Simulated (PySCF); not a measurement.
C₂H₉NSi₂. Atoms are numbered in the order given.

```xyz
14

Si     2.1259     0.0362     0.0000
N      0.3881     0.0641     0.0000
C     -0.4816    -0.1270     1.1821
Si    -1.9678     0.0694     0.0000
C     -0.4816    -0.1270    -1.1821
H      2.7328    -1.3377     0.0000
H      2.6028     0.7379    -1.2279
H      2.6028     0.7379     1.2279
H     -0.3287     0.6309     1.9694
H     -0.3984    -1.1281     1.6517
H     -2.5944     1.4221     0.0000
H     -3.0402    -0.9685     0.0000
H     -0.3287     0.6309    -1.9694
H     -0.3984    -1.1281    -1.6517
```
Charge 0, spin multiplicity 1.

Geometry: B3LYP-D3(BJ)/def2-SVP. The structure was generated by enumeration, and PubChem lists no compound with its InChIKey, so it may never have been made.

All values below come from PySCF with PBE/pcSseg-1.

GIAO shieldings, no solvent; atoms listed in one row are averaged. δ = σ(ref) − σ: ²⁹Si against TMS (σ = 335.4 ppm); ¹⁵N against NH3 (σ = 267.0 ppm); ¹³C against TMS (σ = 182.0 ppm); ¹H against TMS (σ = 31.49 ppm), references at their B3LYP-D3(BJ)/def2-TZVP geometries, non-relativistic.

Computed chemical shifts:
| nucleus | atoms | count | δ (ppm) |
|---|---|---|---|
| ²⁹Si | Si4 | 1 | -23.4 |
| ²⁹Si | Si1 | 1 | -52.1 |
| ¹⁵N | N2 | 1 | 32.5 |
| ¹³C | C3, C5 | 2 | 46.4 |
| ¹H | H11, H12 | 2 | 5.47 |
| ¹H | H6, H7, H8 | 3 | 4.95 |
| ¹H | H14, H10 | 2 | 3.81 |
| ¹H | H13, H9 | 2 | 3.51 |
